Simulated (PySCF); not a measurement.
Compound: C6H13As.
Atom-mapped SMILES: `[CH3:1][CH2:2][C@@H:3]1[CH2:4][CH2:5][CH2:6][AsH:7]1` (hydrogens: H8, H9, H10 on C1; H11, H12 on C2; H13 on C3; H14, H15 on C4; H16, H17 on C5; H18, H19 on C6; H20 on As7)

Cartesian coordinates in Å at the PBE0-D3(BJ)/def2-SVP level; atoms count from 1:
```
atom  x, y, z in Å
C1     2.2712    0.6544   -0.3340
C2     1.7648   -0.5866    0.3864
C3     0.2452   -0.7251    0.4711
C4    -0.4607   -0.9056   -0.8774
C5    -1.9300   -0.5245   -0.7465
C6    -1.9898    0.8577   -0.1079
As7   -0.6605    0.8441    1.3634
H8     1.9616    0.6774   -1.3903
H9     1.8956    1.5743    0.1434
H10    3.3704    0.6992   -0.3167
H11    2.1798   -0.6041    1.4081
H12    2.1676   -1.4879   -0.1116
H13    0.0140   -1.5921    1.1089
H14   -0.3356   -1.9380   -1.2459
H15    0.0073   -0.2487   -1.6311
H16   -2.4452   -1.2535   -0.0968
H17   -2.4430   -0.5497   -1.7232
H18   -1.6751    1.6362   -0.8219
H19   -2.9864    1.1345    0.2652
H20   -1.5193   -0.0264    2.2808
```

Computed, not measured: PySCF 2.14.0, density-fitted response routines, TDDFT PBE0/def2-SVPD, vertical, gas phase, core orbitals frozen in the response. The PBE0/def2-SVPD calculation is non-relativistic and has no spin–orbit coupling, an omission that weighs most on arsenic.

Ground-to-excited transition dipoles (e·a0, same axes as the geometry; the sign carries no meaning), for the states with f of 0.002 or more among the lowest 6:

```
state  E (eV)      μx      μy      μz
   S1   5.886  -0.055   0.451  -0.212
   S2   6.091  -0.683   0.155   0.018
   S3   6.770  -0.004   0.521   0.618
   S4   6.903   0.212  -0.320  -0.178
   S5   7.088   0.126   0.115  -0.151
   S6   7.204   0.184   0.204  -0.092
```

**Question.** Work out the oscillator strengths.

**Answer.** f = (2/3) ΔE |μ|² with ΔE in hartree (27.2114 eV).

```tsv
state	|μ|² (au)	|μ| (D)	f
S1	0.251	1.27	0.036
S2	0.491	1.78	0.073
S3	0.654	2.05	0.108
S4	0.179	1.07	0.030
S5	0.052	0.58	0.009
S6	0.084	0.74	0.015
```

**Question.** Which bond between heavy atoms lies closest to the direction of the S3 transition dipole?

**Answer.** C5–C6, at 25° from it; next C3–As7 at 33°.

**Question.** What angle do the transition dipoles of S1 and S3 make?

**Answer.** |cos θ| = |μa·μb| / (|μa| |μb|) = 0.26, so θ ≈ 75° (taken between 0 and 90°, since the signs are arbitrary).

**Question.** What peak molar absorption coefficient would the strongest computed level give as a lone Gaussian band 0.5 eV wide at half height?

**Answer.** ε(max) = 2.175×10⁸ f / FWHM, with the width in cm⁻¹. S3: 2.175×10⁸ × 0.1084 / 4033 ≈ 5800 L mol⁻¹ cm⁻¹.

The run took about 2.4 min of CPU time (one thread, shared machine).

One conformer stands for the species.

Without π bonds the low states may be Rydberg-like; a valence basis with one diffuse set may place them up to an eV too high.
